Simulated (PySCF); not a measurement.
Excitations are Tamm–Dancoff values on a coarser integration grid. The basis has no diffuse functions, so Rydberg states are missing or too high.

Species: C₄H₈Si, SMILES `C=C=[Si](C)C` (charge 0, multiplicity 1).

Problem. What is the computed HOMO, S1–T1 gap (TDA), S1 excitation (TDA), LUMO and dipole moment (PBE-D3(BJ)/def2-TZVP // B3LYP-D3(BJ)/def2-TZVP (PySCF))?

Solution. 
| Quantity | Value |
|---|---|
| HOMO | -4.62 eV |
| S1–T1 gap (TDA) | 0.56 eV |
| S1 excitation (TDA) | 3.51 eV |
| LUMO | -1.26 eV |
| dipole moment | 1.58 D |
